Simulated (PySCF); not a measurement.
Task: Write a Z-matrix for `O[Si@@H](N=C)N(C)C` as optimised with GFN2-xTB.

Result: 
Z-matrix in Å and degrees, rows numbered from 1:
```
C 
N   1  1.2436
Si  2  1.7327  1  133.35
O   3  1.6249  2  108.08  1  -120.76
N   3  1.7195  2  102.43  1   122.91
C   5  1.4400  3  122.23  2   -49.73
C   5  1.4406  3  119.94  2   158.28
H   1  1.0949  2  125.05  3    -1.63
H   1  1.0886  2  119.34  3   178.56
H   3  1.4631  2  118.34  1    -7.87
H   4  0.9539  3  118.85  2   -47.44
H   6  1.0938  5  109.74  3   148.74
H   6  1.0977  5  111.95  3   -91.22
H   6  1.0865  5  109.34  3    29.42
H   7  1.0944  5  109.88  3  -145.46
H   7  1.0861  5  109.40  3   -25.77
H   7  1.0971  5  111.88  3    94.48
```

N2 (C=N nitrogen) is bent (angle 133.4°). O4 (silanol oxygen) is bent (angle 118.8°). The 3 C–N bonds span 1.244 Å (C1=N2, drawn double) to 1.441 Å (N5–C7, drawn single), a spread of 0.197 Å. N5 (silicon-bound nitrogen) has angles 122.2°, 119.9° and 112.4°, sum 354.6°, 0.21 Å off the plane of its three neighbours.

The geometry is computed with GFN2-xTB (gas phase).

Point group: C1 (no symmetry element, even within 0.4 Å). Whether it is a minimum is left open (no frequencies). One conformer, not necessarily the lowest (C1–N2–Si3–O4 -121°, N2–Si3–O4–H -47°, N2–Si3–N5–C6 -50°).
